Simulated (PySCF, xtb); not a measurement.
In(H)(Br)(vinyl) (C2H4BrIn), SMILES C=[CH][InH][Br]. One conformer was computed; it need not be the lowest.

Harmonic wavenumbers (cm⁻¹) from GFN2-xTB (xtb) at its own minimum, in rising order: 44, 61, 189, 239, 296, 412, 420, 468, 901, 947, 1000, 1164, 1376, 1415, 1642, 2961, 3016, 3038.

Task: What does PBE0-D3(BJ)/def2-SVP run with PySCF give at its own minimum? (Estimate from the structure and the level; the computed values follow.)

Result: 61, 65, 230, 265, 362, 456, 471, 546, 991, 995, 1045, 1241, 1415, 1663, 1833, 3125, 3178, 3218. Paired by order, the mean absolute difference is 87 cm⁻¹ and the zero-point energies are 28.0 and 30.2 kcal/mol.
